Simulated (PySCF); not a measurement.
How the functional moves excitation energies

Compound: CH8B2SSi.
Bonds: B1–C2, C2–B3, B3–S4, S4–Si5. Hydrogens: H6, H7 on B1; H8, H9 on C2; H10 on B3; H11, H12, H13 on Si5.

Linear-response calculations in the def2-SVPD basis (PySCF; singlets by full response, triplets Tamm–Dancoff, core orbitals frozen in the response; HF means time-dependent Hartree–Fock). 'Strongest' is the level of largest summed f among the singlets computed (10 roots, of which the last may lack a degenerate partner); it can jump between rows when another state enters that window. S1 is the lowest singlet of each run and needn't be the same state throughout; f(S1) is that of one state. One conformer (not necessarily the lowest) at the PBE0-D3(BJ)/def2-SVP geometry, without solvent, vibrations or thermal averaging.

```tsv
functional	kind	S1 (eV)	f(S1)	strongest (eV)	T1 (eV)	HOMO (eV)	gap (eV)	ionisation energy, ΔSCF (eV)
LDA	LDA	4.20	0.058	4.20	3.65	-7.08	3.82	10.24
PBE	GGA	4.35	0.065	4.35	3.71	-6.98	3.97	9.71
PBE0	global hybrid, 25% exact exchange	5.05	0.102	5.05	4.23	-8.08	6.00	9.98
BHandHLYP	global hybrid, 50% exact exchange	5.56	0.088	7.95	4.73	-9.03	8.01	9.94
CAM-B3LYP	range-separated hybrid	5.33	0.080	5.33	4.53	-9.31	8.36	10.07
wB97X-D	range-separated hybrid	5.39	0.080	5.39	4.64	-9.85	9.66	10.09
LC-wPBE	range-separated hybrid	5.58	0.055	7.94	4.75	-10.67	10.85	10.16
HF	Hartree–Fock	6.33	0.051	8.59	5.41	-10.60	12.05	not settled
```

Task: What does B3LYP (global hybrid, 20% exact exchange) give?

Result: S1 (eV) 4.92, f(S1) 0.100, strongest (eV) 4.92, T1 (eV) 4.18, HOMO (eV) -7.83, gap (eV) 5.59, ionisation energy, ΔSCF (eV) 9.96. S1 runs from 4.20 eV (LDA) to 6.33 eV (HF), a spread of 2.13 eV, while the orbital gap spreads over 8.2 eV. Along PBE (0%), B3LYP (20%), PBE0 (25%), BHandHLYP (50%), HF (100%) S1 rises with the share of exact exchange. −ε(HOMO) comes closest to its own ΔSCF ionisation energy with wB97X-D (-0.24 eV) and misses most with LDA (-3.16 eV). 'Not settled' means that the ion's SCF failed to converge or may have ended in another state than the lowest.
